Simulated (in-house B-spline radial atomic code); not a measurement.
# Two electrons outside the [He] 2s2 core: Al⁷⁺

Computed with a B-spline radial code for spherical atoms: configuration interaction (CI) of the two valence electrons in the field of the frozen Dirac-Fock core, alone and with many-body perturbation theory for the core (screened one- and two-electron correlation potentials), Breit and QED terms; no-pair Dirac Hamiltonian, finite nucleus. Labels give the configuration (outer n counted up each series) and the leading LS term, or the jj pair where no LS term holds 70 %.

The outer s² shell of this core is soft: its mixing with p² is only treated to second order, so levels can be several per cent off.

Command:
```bash
python run_mb.py task.json out
```
Settings (nuclear radius in fm, box in bohr, cutoff in hartree):
```
basis_form          3
Z                   13
core_configuration  [He] 2s2
rms_radius          3.061
mass_number         27
speed_of_light      137.036
box_radius          10.0
lmax                6
intervals           63
virtual_cutoff      338.0
```

Time taken, with all properties: 35 s on 1 thread of Intel(R) Xeon(R) 6975P-C, with other jobs on the host.

Excitation energies (cm⁻¹):

```tsv
level	purity of the LS term	CI alone	CI + MBPT + Breit + QED	Landé g of the LS mixture
2p2 3P0	0.998	0	0	-
2p2 3P1	1.0	?	?	?
2p2 3P2	0.997	4892	4418	1.50
2p2 1D2	0.997	?	?	?
2p2 1S0	0.998	109759	104179	-
```

(1) Where does 2p2 3P1 lie?

(2) Where does 2p2 1D2 lie?

(3) What is the first ionisation energy?

Answers

(1) 1797 cm⁻¹ in CI alone and 1701 cm⁻¹ with all corrections; g = 1.50.

(2) 47159 cm⁻¹ in CI alone and 46177 cm⁻¹ with all corrections; g = 1.00.

(3) 285.09 eV to the 2p1/2 state of the next ion (283.23 eV from CI alone). NIST lists 284.64 ± 0.07 eV (semi-empirical).
